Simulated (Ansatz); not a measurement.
Program: Ansatz. Geometries: PBE0-D4/def2-TZVP. ΔE: electronic, gas phase. CCSD(T)/CBS adds triple-zeta CCSD(T) − MP2 to the extrapolated MP2 energy (def2 sets, frozen cores). Functionals use def2-TZVPP. Each species was taken in one conformer, which may not be the lowest.

Consider the isomerisation: `BC([SiH3])OC` → `CB(C)O[SiH3]`.

CCSD(T)/CBS gives -4.40 eV.

(1) Another level gave -4.46 eV. Which?
A. SCS-MP2/def2-TZVPP
B. r2SCAN-D4/def2-TZVPP
C. PBE0-D4/def2-TZVPP
D. PBE-D4/def2-TZVPP

Largest T1 diagnostic among the species: 0.013.

Results:

(1) A. SCS-MP2/def2-TZVPP -4.46, PBE0-D4 -4.21, r2SCAN-D4 -4.31, PBE-D4 -4.04 eV.

In def2-TZVPP, CCSD(T) changes the Hartree–Fock value by +0.30 eV (the triples alone add +0.07 eV) and MP2 by +0.17 eV. From PBE to PBE0 (25 % exact exchange), in def2-TZVPP and without D4, ΔE moves by −0.17 eV.
